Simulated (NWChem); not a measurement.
System: C$_{2}$H$_{7}$AlN$_{2}$; SMILES [Al]([NH2])([NH2])[CH]=C

NWChem input:

```
start job
memory heap 200 mb stack 900 mb global 1100 mb
geometry units angstroms noautoz
  Al     0.030994     0.464890     0.000369
  C      0.739764    -1.352528     0.001383
  C     -0.023350    -2.456152    -0.001102
  H      1.826719    -1.526046     0.003782
  H      0.396534    -3.470839    -0.000743
  H     -1.120181    -2.410759    -0.003715
  N      1.147924     1.847606    -0.000766
  H      2.157594     1.761867    -0.000003
  H      0.892444     2.827973    -0.002812
  N     -1.724026     0.748075     0.000287
  H     -2.177523     1.654013    -0.000118
  H     -2.428041     0.019698     0.001446
end
basis spherical
  Al library def2-svp
  C library def2-svp
  H library def2-svp
  N library def2-svp
end
dft
  xc xwpbe 1.00 cpbe96 1.0 hfexch 1.00
  cam 0.4 cam_alpha 0.0 cam_beta 1.0
  iterations 150
  mulliken
end
task dft energy
```

NWChem printed, in part:

```
             Northwest Computational Chemistry Package (NWChem) 7.3.0
             --------------------------------------------------------

 C1  symmetry detected

                             Geometry "geometry" -> ""
                             -------------------------

 Output coordinates in angstroms (scale by  1.889725989 to convert to a.u.)

  No.       Tag          Charge          X              Y              Z
 ---- ---------------- ---------- -------------- -------------- --------------
    1 Al                  13.0000     0.01770886     0.46057927     0.00035952
    2 C                    6.0000     0.76024094    -1.34330800     0.00134002
    3 C                    6.0000     0.01783641    -2.46096816    -0.00118307
    4 H                    1.0000     1.85024216    -1.49652990     0.00375097
    5 H                    1.0000     0.45656600    -3.46765016    -0.00084242
    6 H                    1.0000    -1.07965023    -2.43603312    -0.00381128
    7 N                    7.0000     1.10866434     1.86387982    -0.00072537
    8 H                    1.0000     2.11975740     1.79698074     0.00005056
    9 H                    1.0000     0.83495009     2.83931309    -0.00275141
   10 N                    7.0000    -1.74228597     0.71099315     0.00025829
   11 H                    1.0000    -2.21259512     1.60831835    -0.00013150
   12 H                    1.0000    -2.43259821    -0.03038344     0.00138917

 Effective nuclear repulsion energy (a.u.)     201.1439894555

  pbe96 is a nonlocal functional; adding pw91lda local functional.

                                 NWChem DFT Module
                                 -----------------

 Summary of "ao basis" -> "ao basis" (spherical)
 ------------------------------------------------------------------------------
       Tag                 Description            Shells   Functions and Types
 ---------------- ------------------------------  ------  ---------------------
 Al                         def2-svp                 8       18   4s3p1d
 C                          def2-svp                 6       14   3s2p1d
 H                          def2-svp                 3        5   2s1p
 N                          def2-svp                 6       14   3s2p1d

            General Information
            -------------------
          SCF calculation type: DFT
          Wavefunction type:  closed shell.
          No. of atoms     :    12
          No. of electrons :    46
           Alpha electrons :    23
            Beta electrons :    23
          Charge           :     0
          Spin multiplicity:     1
          Use of symmetry is: off; symmetry adaption is: off
          Maximum number of iterations: 150
          AO basis - number of functions:   109
                     number of shells:    53
          Convergence on energy requested:  1.00D-06
          Convergence on density requested:  1.00D-05
          Convergence on gradient requested:  5.00D-04

              XC Information
              --------------
                     Hartree-Fock (Exact) Exchange  1.000
                     LC-wPBE(h)Exchange Functional  1.000
            Perdew 1991 LDA Correlation Functional  1.000 local
           PerdewBurkeErnz. Correlation Functional  1.000 non-local

           Range-Separation Parameters
           ---------------------------
           Alpha           :  0.00
           Beta            :  1.00
           Gamma           :  0.40
           Short-Range HF  :     F

             Grid Information
             ----------------
          Grid used for XC integration:  medium
          Radial quadrature: Mura-Knowles
          Angular quadrature: Lebedev.
          Tag              B.-S. Rad. Rad. Pts. Rad. Cut. Ang. Pts.
          ---              ---------- --------- --------- ---------
          Al                  1.25       88          11.0       590
          C                   0.70       49          13.0       434
          H                   0.35       45          14.0       434
          N                   0.65       49          13.0       434
          Grid pruning is: on
          Number of quadrature shells:   599
          Spatial weights used:  Erf1

      Superposition of Atomic Density Guess
      -------------------------------------

 Sum of atomic energies:        -429.02435451

      Non-variational initial energy
      ------------------------------

 Total energy =    -431.377110
 1-e energy   =    -987.008064
 2-e energy   =     354.486964
 HOMO         =      -0.348270
 LUMO         =      -0.029666

     ---------------------------------------------
      Total Density - Mulliken Population Analysis
     ---------------------------------------------

    Atom       Charge   Shell Charges
 -----------   ------   -------------------------------------------------------
    1 Al  13    11.90   2.00  1.99  0.76  0.08  5.93  0.62  0.30  0.23
    2 C    6     6.50   1.99  1.00  0.35  2.00  1.14  0.02
    3 C    6     6.11   1.99  0.97  0.28  1.90  0.94  0.03
    4 H    1     0.89   0.67  0.20  0.03
    5 H    1     0.90   0.67  0.21  0.02
    6 H    1     0.90   0.67  0.20  0.02
    7 N    7     7.90   1.99  1.03  0.46  2.65  1.77  0.00
    8 H    1     0.75   0.59  0.12  0.05
    9 H    1     0.75   0.59  0.12  0.05
   10 N    7     7.90   1.99  1.03  0.46  2.65  1.77  0.00
   11 H    1     0.75   0.59  0.12  0.05
   12 H    1     0.75   0.59  0.12  0.05

   convergence    iter        energy       DeltaE   RMS-Dens  Diis-err
 ---------------- ----- ----------------- --------- --------- ---------
 d= 0,ls=0.0,diis     1   -431.8676013753 -6.33D+02  7.20D-03  7.72D-01
 d= 0,ls=0.0,diis     2   -431.9166779691 -4.91D-02  3.01D-03  3.46D-01
 d= 0,ls=0.0,diis     3   -431.9519984588 -3.53D-02  6.92D-04  1.24D-02
 d= 0,ls=0.0,diis     4   -431.9536423960 -1.64D-03  1.71D-04  2.12D-04
 d= 0,ls=0.0,diis     5   -431.9536863696 -4.40D-05  5.22D-05  2.24D-05
  Resetting Diis
 d= 0,ls=0.0,diis     6   -431.9536910597 -4.69D-06  1.49D-05  1.86D-06
 d= 0,ls=0.0,diis     7   -431.9536914707 -4.11D-07  5.99D-06  2.01D-07

         Total DFT energy =     -431.953691470699
      One electron energy =     -993.327783259090
           Coulomb energy =      405.964976926110
    Exchange-Corr. energy =      -45.734874593183
 Nuclear repulsion energy =      201.143989455463

 Numeric. integr. density =       45.999964654682

                       DFT Final Molecular Orbital Analysis
                       ------------------------------------

 Vector   21  Occ=2.000000D+00  E=-3.935433D-01
              MO Center=  1.3D-01, -7.1D-01,  1.2D-03, r^2= 4.3D+00
   Bfn.  Coefficient  Atom+Function         Bfn.  Coefficient  Atom+Function
  ----- ------------  ---------------      ----- ------------  ---------------
    24      0.314151   2 C  pz               38      0.310034   3 C  pz
    91     -0.223879  10 N  pz               67     -0.215948   7 N  pz
    27      0.202269   2 C  pz               41      0.201860   3 C  pz
    94      0.181818  10 N  pz               70      0.174816   7 N  pz
    13      0.135732   1 Al pz               10      0.110229   1 Al pz

 Vector   22  Occ=2.000000D+00  E=-3.675423D-01
              MO Center= -2.1D-03,  6.3D-02, -1.4D-04, r^2= 5.0D+00
   Bfn.  Coefficient  Atom+Function         Bfn.  Coefficient  Atom+Function
  ----- ------------  ---------------      ----- ------------  ---------------
    67      0.315196   7 N  pz               91      0.298551  10 N  pz
    70     -0.266475   7 N  pz               38      0.263577   3 C  pz
    94     -0.251384  10 N  pz               24      0.241575   2 C  pz
    27      0.191048   2 C  pz               41      0.178213   3 C  pz
    13     -0.119704   1 Al pz               10     -0.080600   1 Al pz

 Vector   23  Occ=2.000000D+00  E=-3.462900D-01
              MO Center= -3.4D-01,  1.3D+00, -2.1D-04, r^2= 3.2D+00
   Bfn.  Coefficient  Atom+Function         Bfn.  Coefficient  Atom+Function
  ----- ------------  ---------------      ----- ------------  ---------------
    91     -0.412860  10 N  pz               67      0.403553   7 N  pz
    94      0.373859  10 N  pz               70     -0.365938   7 N  pz
    17      0.071503   1 Al d  1             15     -0.027984   1 Al d -1

 Vector   24  Occ=0.000000D+00  E= 7.528039D-02
              MO Center=  2.6D-01, -1.1D+00,  7.3D-04, r^2= 4.0D+00
   Bfn.  Coefficient  Atom+Function         Bfn.  Coefficient  Atom+Function
  ----- ------------  ---------------      ----- ------------  ---------------
    41      0.527816   3 C  pz               13     -0.453923   1 Al pz
    27     -0.410435   2 C  pz               38      0.368773   3 C  pz
    24     -0.250849   2 C  pz               10     -0.182840   1 Al pz
    70      0.168935   7 N  pz               94      0.158952  10 N  pz
    67     -0.128574   7 N  pz               91     -0.115536  10 N  pz

 Vector   25  Occ=0.000000D+00  E= 1.087386D-01
              MO Center= -1.9D-01,  7.4D-01, -2.2D-04, r^2= 6.6D+00
   Bfn.  Coefficient  Atom+Function         Bfn.  Coefficient  Atom+Function
  ----- ------------  ---------------      ----- ------------  ---------------
     4      1.569947   1 Al s                88     -0.710305  10 N  s
    64     -0.658818   7 N  s                21     -0.540307   2 C  s
     3     -0.250692   1 Al s                35     -0.238921   3 C  s
   101      0.228382  11 H  s                26     -0.222560   2 C  py
    82      0.205614   9 H  s               106      0.193680  12 H  s

 Vector   26  Occ=0.000000D+00  E= 1.570579D-01
              MO Center= -2.3D-01, -1.3D-01,  9.4D-04, r^2= 9.1D+00
   Bfn.  Coefficient  Atom+Function         Bfn.  Coefficient  Atom+Function
  ----- ------------  ---------------      ----- ------------  ---------------
    35      0.993273   3 C  s                64     -0.872572   7 N  s
    88      0.794400  10 N  s                58     -0.721609   6 H  s
    11      0.650878   1 Al px               53     -0.600161   5 H  s
   106     -0.441553  12 H  s                82      0.372790   9 H  s
   101     -0.346271  11 H  s                77      0.330506   8 H  s

     ---------------------------------------------
      Total Density - Mulliken Population Analysis
     ---------------------------------------------

    Atom       Charge   Shell Charges
 -----------   ------   -------------------------------------------------------
    1 Al  13    12.23   2.00  1.98  0.75  0.02  5.92  0.86  0.41  0.29
    2 C    6     6.36   1.99  0.88  0.37  2.05  1.05  0.02
    3 C    6     6.07   1.99  0.88  0.26  2.04  0.88  0.03
    4 H    1     0.95   0.73  0.19  0.02
    5 H    1     0.95   0.74  0.19  0.02
    6 H    1     0.96   0.74  0.20  0.02
    7 N    7     7.49   1.99  0.93  0.48  2.47  1.62  0.01
    8 H    1     0.87   0.71  0.12  0.05
    9 H    1     0.88   0.71  0.12  0.05
   10 N    7     7.49   1.99  0.93  0.47  2.47  1.62  0.01
   11 H    1     0.88   0.71  0.12  0.05
   12 H    1     0.87   0.71  0.12  0.05

     -------------------------------------------
      Total Density - Lowdin Population Analysis
     -------------------------------------------

    Atom       Charge   Shell Charges
 -----------   ------   -------------------------------------------------------
    1 Al  13    12.52   2.00  1.93  0.49  0.20  5.81  1.01  0.61  0.47
    2 C    6     6.25   1.97  0.62  0.37  1.87  1.37  0.06
    3 C    6     6.04   1.97  0.60  0.33  1.84  1.25  0.07
    4 H    1     0.97   0.63  0.27  0.07
    5 H    1     0.98   0.64  0.27  0.07
    6 H    1     0.98   0.64  0.27  0.06
    7 N    7     7.26   1.97  0.68  0.45  2.27  1.88  0.02
    8 H    1     0.93   0.59  0.21  0.13
    9 H    1     0.94   0.59  0.22  0.13
   10 N    7     7.26   1.97  0.68  0.45  2.27  1.88  0.02
   11 H    1     0.94   0.59  0.22  0.13
   12 H    1     0.94   0.59  0.22  0.13

     Multipole analysis of the density
     ---------------------------------

     L   x y z        total         alpha         beta         nuclear
     -   - - -        -----         -----         ----         -------
     0   0 0 0     -0.000000    -23.000000    -23.000000     46.000000

     1   1 0 0     -0.122720     -0.061360     -0.061360      0.000000
     1   0 1 0      0.308078      0.154039      0.154039     -0.000000
     1   0 0 1     -0.000109     -0.000055     -0.000055     -0.000000

     2   2 0 0    -23.618620   -108.456202   -108.456202    193.293784
     2   1 1 0      0.506194     -0.607519     -0.607519      1.721231
     2   1 0 1      0.003033     -0.003271     -0.003271      0.009574
     2   0 2 0    -24.274546   -211.860825   -211.860825    399.447103
     2   0 1 1     -0.003601     -0.000479     -0.000479     -0.002642
     2   0 0 2    -29.342800    -14.671514    -14.671514      0.000228
```

Level: LC-wPBE (HJS exchange hole, range parameter 0.4 per bohr)/def2-SVP. Coordinates come from a PBE0/def2-SVP optimisation. No frequency run checked for a minimum.
